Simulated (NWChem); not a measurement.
N[Si]F (SiNH₂F, singlet), optimised at PBE0/def2-SVP with NWChem:

| Quantity | Value |
|---|---|
| highest occupied level (eV) | -7.08 |
| orbital gap (eV) | 6.14 |
| dipole (D) | 2.58 |
| highest harmonic frequency (cm⁻¹) | 3699 |
| zero-point energy (kcal/mol) | 18.0 |

All stand in one matching conformer (torsions within 35°), which need not be the lowest. Low-valent species are run as closed-shell singlets; no triplet was tried in these runs.

**Question.** One F atom is replaced by H, giving [SiH]N (SiNH₃, singlet), optimised at the same level. How do these values move?

**Answer.** 
```json
[
 {"quantity": "highest occupied level (eV)", "new value": "-6.25", "change": "+0.83"},
 {"quantity": "orbital gap (eV)", "new value": "4.91", "change": "-1.23"},
 {"quantity": "dipole (D)", "new value": "2.33", "change": "-0.25"},
 {"quantity": "highest harmonic frequency (cm⁻¹)", "new value": "3691", "change": "-8"},
 {"quantity": "zero-point energy (kcal/mol)", "new value": "21.0", "change": "+3.0"}
]
```
